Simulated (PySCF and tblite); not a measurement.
Results of a calculation; reference values are marked as such.
System: C5H11NS, numbered as in [CH3:1][CH:2]([CH3:3])[N:4]([CH3:5])[CH:6]=[S:7].

The path came from a restrained scan, a climbing-image band and a saddle search at GFN2-xTB; energies are PBE/pcSseg-1 + D3(BJ)//GFN2-xTB, thermal terms GFN2-xTB. Rates follow Eyring's equation with the number of equivalent paths and no tunnelling. Programs: tblite and PySCF.

Problem. Estimate the barrier and the room-temperature rate of the rotation about the C2–N4 bond (torsion C1–C2–N4–C5 from -49° to 117°, rising).

Solution. The electronic barrier is 10.1 kcal/mol and ΔG‡(298 K) 11.4 kcal/mol, over a C1 saddle with an imaginary mode of 59i cm⁻¹ (GFN2-xTB). With 1 equivalent path, k is 2.8×10⁴ s⁻¹, a mean lifetime of the start of 36 µs against this motion. The end lies 3.1 kcal/mol above the start in free energy.
